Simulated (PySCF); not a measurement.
Cl₅Re, SMILES [Cl][Re+]([Cl])([Cl])([Cl])[Cl] (connectivity only; charge and spin as stated), charge +1, multiplicity 2. Atoms are numbered in the order given.

```xyz
6

Re     0.0000     0.0000     0.0413
Cl     0.0000     2.2613    -0.2005
Cl     0.0000    -2.2613    -0.2005
Cl     0.0000     0.0000     2.2278
Cl     1.9753     0.0000    -1.0045
Cl    -1.9753     0.0000    -1.0045
```
Charge +1, spin multiplicity 2.

The structure is a stationary point at B3LYP-D3(BJ)/def2-SVP. The spin state was assumed, not searched. The def2 effective core potentials stand for the cores of Re; spin–orbit coupling is left out.

Calculation: B3LYP-D3(BJ)/def2-SVP in PySCF 2.14.0.

Frequencies are harmonic and unscaled.

| mode | ν (cm⁻¹) | IR (km/mol) | moving atoms (share of kinetic energy) |
|---|---|---|---|
| 1 | 27 | 1.8 | Cl 100 % |
| 2 | 93 | 1.0 | Cl 98 % |
| 3 | 147 | 0.6 | Cl 73 %, Re 27 % |
| 4 | 163 | 1.6 | Cl 75 %, Re 25 % |
| 5 | 178 | 0.7 | Cl 89 %, Re 11 % |
| 6 | 192 | 2.7 | Cl 85 %, Re 15 % |
| 7 | 212 | 0.0 | Cl 100 % |
| 8 | 354 | 0.2 | Cl 100 % |
| 9 | 393 | 69.3 | Cl 77 %, Re 23 % |
| 10 | 420 | 2.6 | Cl 97 % |
| 11 | 422 | 43.2 | Cl 79 %, Re 21 % |
| 12 | 448 | 41.4 | Cl 81 %, Re 19 % |
